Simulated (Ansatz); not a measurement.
Question: Name a neutral molecule of C, Cl, N, O, Si and H with HOMO energy (PBE/def2-TZVPP) between -8.20 and -7.90 eV and HOMO–LUMO gap (PBE/def2-TZVPP) between 6.25 and 6.55 eV (Ansatz, PBE0-D4/def2-TZVP geometry).

Answer: `C[Si](O)(Cl)C#N` (-8.05 eV, 6.35 eV). Other molecules can fit too; these were computed, each in one conformer that needn't be the lowest.
